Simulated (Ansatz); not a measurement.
Geometry optimisation, Ansatz 0.2.0, RKS PBE-D4/def2-SVP.

input.yaml

```yaml
crystal:
  periodic: [false, false, false]
  atoms:
    - { symbol: B, position_ang: [-0.174774, 0.481162, -0.283503] }
    - { symbol: F, position_ang: [-0.645783, -0.12536, 2.123512] }
    - { symbol: H, position_ang: [0.850465, -0.178616, -0.275516] }
    - { symbol: "N", position_ang: [-1.286673, -0.04655, -0.946614] }
    - { symbol: H, position_ang: [-1.296594, -0.982187, -1.358513] }
    - { symbol: H, position_ang: [-2.190863, 0.425347, -1.007728] }
    - { symbol: Si, position_ang: [-0.177028, 2.312787, 0.450548] }
    - { symbol: H, position_ang: [-1.558061, 2.873142, 0.710138] }
    - { symbol: H, position_ang: [0.534233, 2.329975, 1.798386] }
    - { symbol: H, position_ang: [0.570819, 3.320434, -0.387805] }
    - { symbol: H, position_ang: [0.01076, 0.488966, 2.374595] }
basis:
  gaussian: { orbitals: def2-SVP }
hamiltonian:
  xc: pbe
  dispersion: d4
relax:
  f_tol: 0.03
  max_steps: 50
```

Launched with:

```bash
$ ansatz run input.yaml --threads 2 --pin off --max-ram 3072MiB --backend cpu --events-out ev --progress --plain --runs-dir out
```

Problem. Where does it end, and by what steps?

Solution. The forces met the threshold. After 11 steps the energy has fallen by 0.068 eV; F2 moved furthest, 0.29 Å.

| step | energy less start (eV) | largest force component (eV/Å) | accepted |
| --- | --- | --- | --- |
| 0 | 0.0000 | 0.610 | yes |
| 1 | 0.0211 | 1.897 | no |
| 2 | -0.0413 | 0.315 | yes |
| 3 | -0.0560 | 0.140 | yes |
| 4 | -0.0593 | 0.615 | yes |
| 5 | -0.0649 | 0.301 | yes |
| 6 | -0.0673 | 0.088 | yes |
| 7 | -0.0672 | 0.170 | no |
| 8 | -0.0662 | 0.102 | no |
| 9 | -0.0679 | 0.073 | yes |
| 10 | -0.0680 | 0.072 | yes |
| 11 | -0.0682 | 0.021 | yes |

```xyz
11
Properties=species:S:1:pos:R:3
B -0.156 0.456 -0.396
F -0.646 -0.030 2.398
H 0.872 -0.196 -0.424
N -1.291 -0.073 -1.009
H -1.304 -1.001 -1.437
H -2.203 0.387 -1.020
Si -0.173 2.284 0.468
H -1.549 2.829 0.761
H 0.545 2.208 1.812
H 0.589 3.336 -0.300
H -0.048 0.699 2.344
```

Whether the end is a true minimum wasn't checked by a vibrational analysis.

Time of the run: 28 s on 2 threads of Arm Neoverse V1, on a shared host, peak memory 0.15 GiB.
